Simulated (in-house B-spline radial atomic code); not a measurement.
The numbers below are computed, except where a source is named.
## Weak and strong correlation along the adiabatic connection

Two-electron singlets in several external potentials (atomic units), by full CI in B-splines with partial waves to l = 8 (correlation energies up to 0.6 % small). The repulsion is scaled by λ at fixed density; W(λ) is the mean repulsion less the Hartree energy, W(0) = E_x, and the area under W from 0 to 1 is E_xc.

One system gave this curve:

| λ | W (hartree) |
| --- | --- |
| 0 | -0.88885 |
| 0.02 | -0.89087 |
| 0.05 | -0.89386 |
| 0.12 | -0.90064 |
| 0.25 | -0.91257 |
| 0.4 | -0.92533 |
| 0.6 | -0.94084 |
| 0.8 | -0.95484 |
| 1 | -0.96752 |
| 1.4 | -0.98957 |
| 2 | -1.0162 |
| 3 | -1.0488 |
| 4.5 | -1.0816 |
| 7 | -1.115 |
| 10 | -1.1391 |

Task: Which system is it?
A. −Z/r, Z = 0.757, wall at 2.15 bohr
B. −Z/r, Z = 5.82, wall at 2.52 bohr
C. −V exp(−r²/w²), V = 19.8, w = 1.66
D. ω²r²/2 − Z/r, ω = 0.601, Z = 0.3

Result: A. The exchange energy sets the size: −Z/r, Z = 0.757, wall at 2.15 bohr: E_x = -0.889, E_c = -0.0427; −Z/r, Z = 5.82, wall at 2.52 bohr: E_x = -3.41, E_c = -0.0448; −V exp(−r²/w²), V = 19.8, w = 1.66: E_x = -1.4, E_c = -0.0442; ω²r²/2 − Z/r, ω = 0.601, Z = 0.3: E_x = -0.614, E_c = -0.0386 hartree.
